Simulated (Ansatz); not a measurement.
Geometry optimisation, Ansatz, RKS PBE/def2-SVP.

The input (input.yaml):

```yaml
crystal:
  periodic: [false, false, false]
  atoms:
    - { symbol: B, position_ang: [-0.2283, 1.7754, -0.5921] }
    - { symbol: O, position_ang: [-0.2147, 0.6921, 0.3693] }
    - { symbol: C, position_ang: [0.0784, -0.6233, 0.0192] }
    - { symbol: C, position_ang: [0.21616, -0.93141, -1.27317] }
    - { symbol: Cl, position_ang: [0.07988, -1.96134, 1.18991] }
    - { symbol: H, position_ang: [-0.5581, 2.9185, -0.2259] }
    - { symbol: H, position_ang: [-0.0266, 1.6581, -1.7482] }
    - { symbol: H, position_ang: [0.23495, -0.12673, -2.00684] }
    - { symbol: H, position_ang: [0.48248, -1.89093, -1.618] }
basis:
  gaussian: { orbitals: def2-SVP }
hamiltonian:
  xc: pbe
relax:
  f_tol: 0.015
  max_steps: 40
```

Launched with:

```bash
$ ansatz run input.yaml --threads 2 --pin off --max-ram 3072MiB --backend cpu --events-out ev --progress --plain --runs-dir out
```

**Question.** Where does it end, and by what steps?

**Answer.** It converged. After 15 steps the energy has fallen by 0.704 eV; H7 moved furthest, 1.04 Å.

| step | energy less start (eV) | largest force component (eV/Å) | accepted |
| --- | --- | --- | --- |
| 0 | 0.0000 | 2.387 | yes |
| 1 | -0.4955 | 1.112 | yes |
| 2 | -0.5969 | 0.570 | yes |
| 3 | -0.6222 | 0.466 | yes |
| 4 | -0.6376 | 0.213 | yes |
| 5 | -0.6579 | 0.166 | yes |
| 6 | -0.6789 | 0.135 | yes |
| 7 | -0.6877 | 0.297 | yes |
| 8 | -0.6862 | 0.327 | no |
| 9 | -0.6950 | 0.142 | yes |
| 10 | -0.6995 | 0.159 | yes |
| 11 | -0.7013 | 0.066 | yes |
| 12 | -0.7027 | 0.122 | yes |
| 13 | -0.7032 | 0.054 | yes |
| 14 | -0.7035 | 0.022 | yes |
| 15 | -0.7036 | 0.014 | yes |

```xyz
9
Properties=species:S:1:pos:R:3
B -0.185 1.836 -0.434
O -0.596 0.640 0.087
C -0.017 -0.563 -0.199
C 0.117 -1.083 -1.430
Cl 0.479 -1.401 1.244
H -0.859 2.797 -0.126
H 0.797 1.878 -1.151
H -0.237 -0.520 -2.305
H 0.566 -2.074 -1.571
```

Whether the end is a true minimum wasn't checked by a vibrational analysis.

Time of the run: 19 s on 2 threads of Intel(R) Xeon(R) Platinum 8488C (Sapphire Rapids) (shared host), peak memory 0.16 GiB.
